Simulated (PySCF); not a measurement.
## Predicted spectroscopic data

- GFN2-xTB structure
- PBE0/pcSseg-1 with gauge-including orbitals
- code: PySCF 2.14
- non-relativistic Hamiltonian, single conformer, in vacuum, one averaged value for each set of equivalent atoms

Referencing at the same level of theory: ¹H (31.72 ppm) and ¹³C (186.93 ppm) vs TMS. Splittings of carbon signals by F and P are missing where no couplings were computed. Where no couplings were computed, multiplicities follow the n + 1 count of equivalent neighbours, and m marks all less simple cases (inequivalent or close neighbours, rings, F or P nearby). Shifts are as computed. Against solution values, carbons near 30 ppm lie about +3 ppm off and those near 130 ppm about +5 ppm (rms about the fit 2.1 ppm; single classes can miss by 10 ppm). Of 1328 compounds with measured shifts, 309 miss one by over three times the rms of a fit or turn the order of signals round; such compounds aren't used in these exercises. Signals without a measured value on file couldn't be tested in this way; 1H shifts scatter by 0.2 ppm about their fit, and single ones miss by 0.5 ppm.

Compound 1 (C6H10F2). ¹H NMR (500 MHz, computed): δ 6.65 (m, 1H), 5.88 (m, 1H), 2.17 (q, 2H), 1.93 (s, 3H), 1.13 (t, 3H). ¹³C{¹H} NMR (computed): δ 159.4 (C), 128.7 (CH), 119.2 (CH), 40.0 (CH2), 18.7 (CH3), 16.2 (CH3). Structure: SMILES CC/C(C)=C/C(F)F.

Compound 2 (C6H10F2). ¹H NMR (500 MHz, computed): δ 6.65 (m, 1H), 5.83 (m, 1H), 2.14 (q, 2H), 1.97 (s, 3H), 1.17 (t, 3H). ¹³C{¹H} NMR (computed): δ 159.9 (C), 128.0 (CH), 118.6 (CH), 29.9 (CH2), 27.9 (CH3), 17.5 (CH3). Structure: SMILES CC/C(C)=C\C(F)F.
